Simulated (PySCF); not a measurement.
## Telling isomers of C10H9F apart by NMR

[PySCF: coordinates at the GFN2-xTB level; σ from GIAO-PBE0/pcSseg-1; no solvent; averaged over atoms made equivalent by symmetry, fast rotation or ring inversion; non-relativistic Hamiltonian; a single conformation]

Referencing at the same level of theory: 1H and 13C against TMS. Splittings of carbon signals by F and P are missing where no couplings were computed. Where no couplings were computed, multiplicities follow the n + 1 count of equivalent neighbours, and m marks all less simple cases (inequivalent or close neighbours, rings, F or P nearby). Shifts are as computed. Against solution values, carbons near 30 ppm lie about +3 ppm off and those near 130 ppm about +5 ppm. Of 1211 compounds with measured shifts, 218 miss one by over three times the rms of a fit or turn the order of signals round; such compounds aren't used in these exercises.

(1) Tabulate the signals of `Cc1ccc2c(c1)C(F)=CC2`, `C=CC(=C)C(F)=C1C=CC=C1`, `CC#Cc1cccc(C)c1F` and their relative energies.

(2) What is the quickest way to tell C=CC(=C)C(F)=C1C=CC=C1 from CC#Cc1cccc(C)c1F?

(3) What is the quickest way to tell Cc1ccc2c(c1)C(F)=CC2 from CC#Cc1cccc(C)c1F?

(4) What is the quickest way to tell Cc1ccc2c(c1)C(F)=CC2 from C=CC(=C)C(F)=C1C=CC=C1?

Answers

(1) 
```tsv
SMILES	carbon types	δC	δH	E rel. (kcal/mol)
Cc1ccc2c(c1)C(F)=CC2	4×C 4×CH 1×CH2 1×CH3	172.2, 145.5, 142.8, 141.9, 131.9, 129.8, 124.0, 114.2, 35.7, 24.3	7.63 (d, 1H), 7.63 (m, 1H), 7.40 (d, 1H), 5.96 (m, 1H), 3.39 (m, 2H), 2.59 (s, 3H)	0.0
C=CC(=C)C(F)=C1C=CC=C1	3×C 5×CH 2×CH2	171.3, 148.7, 145.5, 137.1, 137.0, 135.1, 131.2, 130.7, 129.5, 125.2	6.88 (m, 1H), 6.84 (m, 1H), 6.54 (m, 1H), 6.50 (m, 1H), 6.42 (m, 1H), 6.10 (m, 1H), 5.94 (m, 1H), 5.93 (m, 1H), 5.76 (m, 1H)	59.6
CC#Cc1cccc(C)c1F	5×C 3×CH 2×CH3	172.7, 138.4, 135.3, 131.3, 128.6, 117.2, 101.9, 80.9, 17.9, 6.0	7.55 (m, 1H), 7.35 (m, 1H), 7.23 (m, 1H), 2.46 (s, 3H), 2.32 (s, 3H)	30.8
```

Energies are electronic energies at PBE0/pcSseg-1 on these geometries, without zero-point or thermal terms, each for the one conformer computed, which needn't be the lowest.

(2) Both give the same number of carbon signals, but DEPT or the intensities differ. The first has a terminal =CH2 carbon at 131.2 ppm, the second a methyl carbon on an aromatic ring (CH3) at 17.9 ppm. Their most deshielded carbons lie at 171.3 and 172.7 ppm. In the proton spectra the most deshielded non-exchanging signals are 6.88 (m, 1H) and 7.55 (m, 1H).

(3) Both give the same number of carbon signals, but DEPT or the intensities differ. The first has an sp3 CH2 on an aromatic ring at 35.7 ppm, the second an alkyne carbon (C) at 80.9 ppm. Their most deshielded carbons lie at 172.2 and 172.7 ppm.

(4) Both give the same number of carbon signals, but DEPT or the intensities differ. The first has an sp3 CH2 on an aromatic ring at 35.7 ppm, the second a terminal =CH2 carbon at 131.2 ppm. Their most deshielded carbons lie at 172.2 and 171.3 ppm. In the proton spectra the most deshielded non-exchanging signals are 7.63 (d, 1H) and 6.88 (m, 1H).
